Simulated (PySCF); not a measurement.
# A ladder of Hamiltonians for Sm⁵²⁺ (samarium, charge +52)

Occupied: 1s1/2, 2s1/2, 2p1/2, 2p3/2. Hartree-Fock calculated with PySCF 2.14 in an even-tempered Gaussian basis (19 s from 10 bohr⁻², ratio 2.3; 15 p from 12 bohr⁻², ratio 2.3), Gaussian nucleus throughout. NR is non-relativistic, sf-X2C the spin-free one-electron X2C Hamiltonian, X2C adds the bare one-electron spin-orbit term, X2C-SNSO screens it by Boettger's factors, DC is four-component Dirac-Coulomb, and the Gaunt and Breit terms are added at first order (total energies over the DC spinors, levels after relaxing the spinors in that mean field). QED terms are absent. Levels marked empty are virtual spinors of this ion.

```tsv
Hamiltonian	E (hartree)	E − E(DC) (hartree)	CPU seconds
NR	-7159.5736	348.7324	0.58
sf-X2C	-7500.6762	7.6297	0.36
X2C	-7505.8370	2.4689	0.45
X2C-SNSO	-7505.4929	2.8130	0.45
DC	-7508.3059	0.0000	24
DC+Gaunt	-7500.3354	7.9706	41
DC+Breit	-7501.0315	7.2744	120
```

**Question.** Give the 2p spin-orbit interval with each Hamiltonian that has one.

**Answer.** X2C 652.7; X2C-SNSO 630.0; DC 629.3; DC+Gaunt 621.7; DC+Breit 621.7 (eV).

```json
{"level (eV)": "1s1/2", "NR": "-48377.7", "sf-X2C": "-51037.3", "X2C": "-51031.0", "X2C-SNSO": "-51031.4", "DC": "-51080.4", "DC+Gaunt": "-50948.4", "DC+Breit": "-50957.1"}
{"level (eV)": "2s1/2", "NR": "-10752.8", "sf-X2C": "-11504.5", "X2C": "-11503.0", "X2C-SNSO": "-11503.1", "DC": "-11509.5", "DC+Gaunt": "-11495.7", "DC+Breit": "-11496.6"}
{"level (eV)": "2p1/2", "NR": "-10435.7", "sf-X2C": "-10695.4", "X2C": "-11152.7", "X2C-SNSO": "-11136.2", "DC": "-11139.9", "DC+Gaunt": "-11115.5", "DC+Breit": "-11118.1"}
{"level (eV)": "2p3/2", "NR": "-10435.7", "sf-X2C": "-10695.4", "X2C": "-10500.1", "X2C-SNSO": "-10506.1", "DC": "-10510.7", "DC+Gaunt": "-10493.9", "DC+Breit": "-10496.4"}
{"level (eV)": "3s1/2 (empty)", "NR": "-4424.9", "sf-X2C": "-4659.3", "X2C": "-4659.0", "X2C-SNSO": "-4659.1", "DC": "-4660.6", "DC+Gaunt": "-4656.9", "DC+Breit": "-4657.4"}
{"level (eV)": "3p1/2 (empty)", "NR": "-4318.0", "sf-X2C": "-4421.8", "X2C": "-4541.3", "X2C-SNSO": "-4537.0", "DC": "-4538.0", "DC+Gaunt": "-4531.7", "DC+Breit": "-4532.5"}
{"level (eV)": "3p3/2 (empty)", "NR": "-4318.0", "sf-X2C": "-4421.8", "X2C": "-4370.3", "X2C-SNSO": "-4371.9", "DC": "-4372.9", "DC+Gaunt": "-4368.6", "DC+Breit": "-4369.5"}
```

Weight of the small component: 1s1/2 0.0532, 2s1/2 0.0121, 2p1/2 0.0120, 2p3/2 0.0113, 3s1/2 0.00472, 3p1/2 0.00467, 3p3/2 0.00448.

Koopmans' value for the highest occupied level at DC+Breit: 10496.4 eV, against an ionisation energy of 10494 ± 4 eV (theoretical estimate listed by NIST; NIST Atomic Spectra Database, ionization energies); the former lacks relaxation, correlation, QED and recoil.

The whole ladder took 190 s of wall time on 1 thread of Neoverse-N1 (shared host), launched as `OMP_NUM_THREADS=1 python relrun2.py TASK.json OUT` (a driver that calls PySCF for each Hamiltonian).
